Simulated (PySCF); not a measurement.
C₂H₆BNO₂Si, SMILES N[SiH2]C#CB(O)O.

Geometry optimised at PBE-D3(BJ)/def2-SVP. The structure was generated by enumeration, and PubChem lists no compound with its InChIKey, so it may never have been made. Other conformers were not sampled.

Level of theory: PBE-D3(BJ)/def2-SVP run with PySCF.

Frequencies are harmonic and unscaled.

Question: Estimate the vibrational spectrum. (An estimate is asked for; the answer gives what the named calculation found.)

Answer: 
| mode | ν (cm⁻¹) | IR (km/mol) | moving atoms (share of kinetic energy) |
|---|---|---|---|
| 1 | 12 | 0.6 | O 36 %, N 26 %, H 25 %, Si 11 % |
| 2 | 60 | 0.5 | O 31 %, C 27 %, N 26 %, H 14 % |
| 3 | 96 | 1.5 | C 56 %, H 22 %, O 14 % |
| 4 | 129 | 10.5 | H 45 %, C 16 %, O 14 %, N 13 %, Si 9 % |
| 5 | 186 | 20.1 | H 48 %, C 18 %, O 17 %, N 10 % |
| 6 | 307 | 6.3 | C 50 %, O 20 %, H 12 %, Si 8 % |
| 7 | 311 | 0.5 | C 39 %, O 26 %, H 14 %, Si 12 % |
| 8 | 358 | 23.3 | H 34 %, C 30 %, Si 16 %, O 13 % |
| 9 | 413 | 171.5 | H 63 %, N 20 %, C 9 % |
| 10 | 477 | 0.0 | H 85 %, O 15 % |
| 11 | 518 | 8.1 | C 72 %, O 16 % |
| 12 | 540 | 20.7 | O 38 %, Si 18 %, B 17 %, H 13 %, C 13 % |
| 13 | 545 | 134.5 | H 90 %, B 9 % |
| 14 | 596 | 80.0 | H 71 %, Si 15 %, C 8 % |
| 15 | 642 | 65.4 | B 62 %, C 19 %, O 10 %, H 9 % |
| 16 | 679 | 8.5 | H 86 %, C 10 % |
| 17 | 796 | 26.2 | H 48 %, N 31 %, Si 9 % |
| 18 | 830 | 10.7 | C 43 %, O 27 %, H 24 % |
| 19 | 852 | 106.9 | H 41 %, N 28 %, Si 23 % |
| 20 | 903 | 395.5 | H 75 %, Si 16 % |
| 21 | 935 | 110.1 | H 91 % |
| 22 | 978 | 252.9 | H 77 %, O 23 % |
| 23 | 994 | 18.2 | H 78 %, O 13 % |
| 24 | 1304 | 606.7 | B 63 %, O 24 %, H 8 % |
| 25 | 1440 | 232.5 | B 73 %, O 21 % |
| 26 | 1492 | 33.3 | H 90 %, N 10 % |
| 27 | 2115 | 151.1 | H 96 % |
| 28 | 2172 | 27.7 | C 64 %, H 33 % |
| 29 | 2177 | 72.6 | H 64 %, C 34 % |
| 30 | 3484 | 23.5 | H 96 % |
| 31 | 3580 | 24.4 | H 91 %, N 9 % |
| 32 | 3771 | 142.4 | H 94 % |
| 33 | 3773 | 0.4 | H 94 % |
